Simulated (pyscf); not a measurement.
`[CH3][GeH2][SnH3]` → `[CH3][SnH3]` + `[GeH2]` [singlet], a 1,1-elimination (singlet surface; C–Ge, Ge–Sn broken, C–Sn formed). PySCF, gas phase, ωB97X-D3(BJ)/def2-SVP geometries. Energies in kcal/mol from the reactant's lowest minimum found.

Small-basis levels: PySCF, no dispersion term, spherical d functions. 

Quick B3LYP/LANL2DZ single points give ΔE‡ = 94.3 kcal/mol and ΔE = +43.0 kcal/mol. What does ωB97M-D3(BJ)/def2-TZVP give, and how far is the quick result from it?

ωB97M-D3(BJ)/def2-TZVP gives ΔE‡ = 90.2 kcal/mol and ΔE = +48.4 kcal/mol. B3LYP/LANL2DZ lies 4.0 kcal/mol over it in the barrier and 5.5 kcal/mol under it in the reaction energy, so on this step it does not hold to within 3.0 kcal/mol. ωB97M-D3(BJ)/def2-TZVP has limits of its own. On the product side the descent ends in a complex (not fully relaxed), 5.6 kcal/mol under the separated species and 40.9 kcal/mol under the saddle at ωB97X-D3(BJ)/def2-TZVP. At ωB97X-D3(BJ)/def2-TZVP the barrier from the zero used here is 93.4 kcal/mol. The same reactants have a lower exit, to H₃C–GeH₂• + SnH₃• (no saddle counted: cutting one bond costs +64.2 kcal/mol at ωB97M-D3(BJ)/def2-TZVP, against +90.2 kcal/mol here). One saddle was located; it need not be the lowest between these sides. In the def2 sets elements up to Kr have no core potential. In the def2 sets elements past Kr carry core potentials, without spin-orbit coupling.
